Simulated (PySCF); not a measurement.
Gas-phase reaction: 2 Si₃O₃ ⇌ 6 Si + 3 O₂

Method: PySCF energies plus ideal-gas RRHO corrections (1 bar). † marks an energy on the PBE0/def2-TZVP geometry and frequencies; other levels use their own. CCSD(T) freezes the core. 6-31G* has spherical d functions here. Open shells (unrestricted): Si (multiplicity 3, electronic degeneracy 9), O₂ (multiplicity 3); the rest are closed-shell singlets. Spin-orbit splitting is ignored; it lowers the true energy and changes the entropy of Si. Si₃O₃: computed as isolated molecules; such fragments, hydroxides, amides, oligomers or adducts are transient or little studied in the gas. CCSD(T) isn't extrapolated to the basis-set limit; its ΔH°(298 K) is 3732.8 kJ in def2-SVP and 4096.3 kJ in def2-TZVPP. The harmonic model lacks anharmonicity and excited electronic states, which grow with temperature; levels with a mode under 35 cm⁻¹ are left out. Soft modes under 120 cm⁻¹ make the harmonic entropy rough for Si₃O₃.

```csv
level,"ΔE electronic, kJ","ΔH°(298 K), kJ","ΔS°(298 K), J/K","ΔG°(1600 K), kJ"
CCSD(T)/def2-TZVPP†,4115,4096,966,2564
HF/6-31G*,3223,3205,982,1644
HF/def2-TZVP†,3423,3405,966,1873
PBE/def2-TZVP†,4006,3987,966,2455
PBE0/def2-TZVP,4025,4006,966,2475
LDA/def2-TZVP†,4523,4504,966,2972
ωB97X-V/def2-TZVP†,4184,4165,966,2633
```
ΔH° is lowest at HF/6-31G* and highest at LDA/def2-TZVP†. No reference value is set beside these.
